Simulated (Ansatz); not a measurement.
H$_{3}$Ga, charge +1, doublet, geometry from GFN2-xTB (such geometries of metal compounds can be far from the true shape) (a state made from the parent by changing its charge; the spin is typed, not shown lowest); Ansatz (a quantum-chemistry and plane-wave program) with BLYP/6-31G**.

Input for Ansatz:
Ansatz 0.2 input:
```yaml
crystal:
  periodic: [false, false, false]
  atoms:
    - {symbol: Ga, position_ang: [0.00000000, 0.00000000, 0.00000000]}
    - {symbol: H, position_ang: [0.70473237, -0.45461564, 1.43946828]}
    - {symbol: H, position_ang: [-0.32010954, 1.60719813, -0.29972668]}
    - {symbol: H, position_ang: [-0.38462283, -1.15258249, -1.13974160]}
basis:
  gaussian:
    orbitals: 6-31G__.json
    point_charges:
      - {charge: -1.0, position_ang: [4.3620, 0.6566, 1.5209]}
hamiltonian:
  xc: blyp
total_charge: 1
magnetization: {spin_polarized: true, initial_magnetization: 1}
```
The basis file holds 6-31G** in the JSON format of the Basis Set Exchange.

Output, abridged:

```
Functional definition: BLYP
562 factors; their error is unknown
mean field evaluation 1: about -52411.5154 eV, gradient 1.6e1 eV
mean field evaluation 2: about -52408.7430 eV, gradient 2.5e1 eV
mean field evaluation 4: about -52411.3237 eV, gradient 9.5e0 eV
mean field evaluation 8: about -52412.5800 eV, gradient 2.2e0 eV
mean field evaluation 16: about -52412.6440 eV, gradient 5.8e-2 eV
mean field evaluation 32: about -52412.5027 eV, gradient 1.4e0 eV
mean field -52412.64410238 eV, -1926.1291441962 hartree, gradient 2.3e-5 eV, S^2 0.756093; 3 other end points of the search recorded, 0 dependent functions left out
reference -52412.64434262 eV, -1926.1291530251 hartree; 17, 16 occupied and 33, 34 virtual orbitals, 562 factors
Total energy: -52412.64434262 eV, -1926.1291530251 hartree
```
